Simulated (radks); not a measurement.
Q: These are the eigenvalues of the occupied orbitals of an atom or ion with whole-number occupations (eV). Method: Dirac Kohn-Sham, LDA (Slater exchange, Perdew-Wang correlation), spin-unpolarised, spherical densities, finite nucleus; Fermi nuclear charge, rms radius of each element as measured or else 0.836 A^(1/3) + 0.57 fm; computed with a radial shooting solver on a logarithmic mesh with Libxc functionals.

| orbital | eigenvalue |
|---|---|
| 1s1/2 | -7614.083 |
| 2s1/2 | -936.0640 |
| 2p1/2 | -818.3294 |
| 2p3/2 | -803.5434 |
| 3s1/2 | -140.1955 |
| 3p1/2 | -104.9155 |
| 3p3/2 | -103.0102 |
| 3d3/2 | -45.5737 |
| 3d5/2 | -45.3514 |

Which element is it, and in what charge state? The configuration may be excited. Open shells, if any, fill j = l - 1/2 first.

A: Z = 27, cobalt, charge +3: Co3+ in [Ar] 3d6. The list shows which subshells hold electrons but not how many an open one holds; the 1s level, -279.81 hartree, gives Z - s = 23.7 by -(Z - s)^2/2, which with screening and relativity narrows Z to a few neighbours, and the depths of the outer levels then fix element, charge and occupations together.
